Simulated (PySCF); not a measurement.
Molecule: C2H7GeO2, net charge 1, singlet state. It need not be the lowest isomer of its formula. 
Geometry from a B3LYP-D3(BJ)/def2-TZVP (Ansatz) optimisation:
```
O
H 1 0.9711
C 1 1.4878 2 117.28
O 3 1.1717 1 113.81 2 -180.00
C 3 1.4822 4 133.49 1 180.00
H 5 1.0868 3 108.49 4 0.00
H 5 1.0923 6 109.64 3 120.45
H 5 1.0923 6 109.64 7 119.11
Ge 1 1.9950 2 123.14 3 -180.00
H 9 1.5188 1 100.90 2 -119.01
H 9 1.5188 10 118.36 1 108.82
H 9 1.5239 10 117.05 11 148.87
```
Charge +1, spin multiplicity 1.

Dispersion corrections to the total energy (kcal/mol) from the dftd3 and dftd4 libraries through PySCF: D3(BJ) without and D4 with the three-body term, each with the damping fitted for the functional named.

```json
[
 {"functional": "BLYP", "D3(BJ)": "-11.26", "D4": "-10.16"},
 {"functional": "B2PLYP", "D3(BJ)": "-4.30", "D4": "-3.20"},
 {"functional": "PW6B95", "D3(BJ)": "-2.71", "D4": "-3.89"},
 {"functional": "revPBE", "D3(BJ)": "?", "D4": "-14.71"},
 {"functional": "BHLYP", "D3(BJ)": "-7.22", "D4": "-5.40"},
 {"functional": "TPSS", "D3(BJ)": "?", "D4": "-6.19"},
 {"functional": "TPSSh", "D3(BJ)": "?", "D4": "-5.62"}
]
```

Task: Complete the blanks.

Result: 
- revPBE, D3(BJ): -13.33
- TPSS, D3(BJ): -6.68
- TPSSh, D3(BJ): -6.15
